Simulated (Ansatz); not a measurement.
Worked example: GaH2(NH2) + Sn(NH2)3 → GaH(NH2) + SnH(NH2)3

Species: GaH2(NH2), singlet; Sn(NH2)3, doublet; GaH(NH2), doublet; SnH(NH2)3, singlet. A radical takes H: the energy is the difference in strength between the Ga–H bond broken and the Sn–H bond made.

Shapes, held fixed at every level: PBE0-D4/def2-TZVP. Flexible molecules stand in one conformer, not always the lowest. Programs: Ansatz 0.2.0. Electronic energies: no zero-point or thermal term.

At CCSD(T)/def2-TZVPP; 1 Eh = 2625.50 kJ/mol:

```
  species   energy (Eh)
GaH2(NH2)  -1980.546097
 Sn(NH2)3   -381.286741
 GaH(NH2)  -1979.908289
SnH(NH2)3   -381.906041
```

Problem. Work out ΔE of the reaction at this level.

Solution. 
1. Products less reactants: (-1979.908289) + (-381.906041) − [(-1980.546097) + (-381.286741)] = 0.018508 Eh = +48.6 kJ/mol.

Other levels give +45.3 (CCSD/def2-TZVPP) to +72.9 kJ/mol (PBE-D4/def2-TZVPP). No measured value is set beside it here. Open shells run unrestricted. For atoms past krypton def2 sets carry core potentials with scalar relativity. Relativity is left out for Ga. Outer-core shells of Ga, Sn are correlated, in sets that cover them unevenly. The median of the other levels is +59.6 kJ/mol.
